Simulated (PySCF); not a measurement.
## How methods differ on the excitation energy of S²⁺

S²⁺ [Ne] 3s2 3p2 (3P) → S²⁺ [Ne] 3s1 3p2 4s1 (5P), as a difference of total energies. All numbers are calculated (PySCF 2.14, scalar relativity by spin-free X2C-1e, in aug-cc-pVDZ-DK (5s4p2d, 27 functions)). Correlated levels: valence: [Ne] frozen. The calculations carry no spin-orbit coupling.

```csv
method,excitation energy (eV)
UHF,24.888
LDA,26.596
PBE,26.525
PBE0,26.474
r2SCAN,26.180
BLYP,26.930
B97-3,26.943
MN15,26.398
HSE06,26.465
MP2 (valence),25.907
SCS-MP2 (valence),26.281
```

Q: How much does correlation contribute at MP2 (valence)?

A: 25.907 − (24.888) = 1.019 eV, measured against UHF.

A first-order spin-orbit estimate (lowest level to lowest level, LS coupling) adds 0.010 eV.

The promoted electron is Rydberg-like, and one or two diffuse shells describe it only roughly, which tends to raise the upper state.
